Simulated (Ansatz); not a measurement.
# A small benchmark: atomisation enthalpy at 298 K

8 molecules holding an element past argon; the atomisation enthalpy at 298 K in kJ/mol, computed less measured. Shapes, held fixed at every level: PBE0-D4/def2-TZVP. Thermal terms are harmonic and unscaled (PBE0-D4/def2-TZVP); the spin-orbit lowering of the free atoms is taken from their spectra. Programs: Ansatz 0.2.0. Measured values: Active Thermochemical Tables, CRC Handbook of Chemistry and Physics, NIST-JANAF tables.

Levels: A = HF/def2-TZVPP; B = r2SCAN0/STO-3G; C = PBE0-D4/def2-TZVPP; D = wB97M-V/def2-TZVPP; E = CCSD/def2-TZVPP.

```json
{"molecule": "HBr (SMILES Br)", "from tabulated heats": "366", "A": "-121", "B": "+47", "C": "-9", "D": "-7", "E": "-12"}
{"molecule": "IBr (iodine monobromide)", "from tabulated heats": "178", "A": "-155", "B": "+24", "C": "-7", "D": "-25", "E": "-46"}
{"molecule": "I2 (iodine)", "from tabulated heats": "151", "A": "-153", "B": "+19", "C": "-11", "D": "-33", "E": "-52"}
{"molecule": "HOI (hypoiodous acid)", "from tabulated heats": "635", "A": "-367", "B": "-94", "C": "-27", "D": "-21", "E": "-67"}
{"molecule": "AsF3 (arsenic trifluoride)", "from tabulated heats": "1326", "A": "-537", "B": "-312", "C": "-10", "D": "+21", "E": "-83"}
{"molecule": "CH3Br (bromomethane)", "from tabulated heats": "1519", "A": "-413", "B": "+309", "C": "+1", "D": "-6", "E": "-55"}
{"molecule": "GeH4 (germane)", "from tabulated heats": "1153", "A": "-280", "B": "+654", "C": "-10", "D": "+11", "E": "+10"}
{"molecule": "SiH3I (SMILES [SiH3]I)", "from tabulated heats": "1213", "A": "-301", "B": "+445", "C": "-14", "D": "-1", "E": "-37"}
```

Problem. Which level does best on this set, which worst, and which err to one side?

Solution. 
```
             level                    kind  mean error  mean absolute error  worst case
     HF/def2-TZVPP            Hartree–Fock      -290.9                290.9        AsF3
    r2SCAN0/STO-3G           global hybrid      +136.5                238.0        GeH4
PBE0-D4/def2-TZVPP           global hybrid       -10.9                 11.1         HOI
wB97M-V/def2-TZVPP  range-separated hybrid        -7.6                 15.6          I2
   CCSD/def2-TZVPP   coupled cluster or CI       -42.8                 45.2        AsF3
```

On this set PBE0-D4/def2-TZVPP has the smallest mean absolute error and HF/def2-TZVPP the largest. HF/def2-TZVPP is too low in 8 of 8; r2SCAN0/STO-3G is too high in 6 of 8; PBE0-D4/def2-TZVPP is too low in 7 of 8; wB97M-V/def2-TZVPP is too low in 6 of 8; CCSD/def2-TZVPP is too low in 7 of 8. The molecules' own spin-orbit binding is left out, so errors for heavy halides read too negative. The tabulated values of AsF3, SiH3I are in doubt (older tables, estimates, or at odds with other calculations) and kept here. Over the 6 molecules whose values aren't doubted the mean absolute errors are A 248.2; B 191.2; C 10.8; D 17.2; E 40.3. For HF/def2-TZVPP the error grows with the size of the molecule. Where a negative error exceeds the measured value, the molecule comes out unbound. Hartree–Fock lacks correlation and underbinds. Rows in very small basis sets show the basis more than the method. Correlated wave functions converge slowly with the basis. CCSD also lacks the triples, which bind further. For atoms past krypton def2 sets carry core potentials with scalar relativity. All-electron rows are non-relativistic unless named. Relativity is left out for As, Br, Ge. Outer-core shells of As, Br, Ge, I are correlated, in sets that cover them unevenly. The set is small.
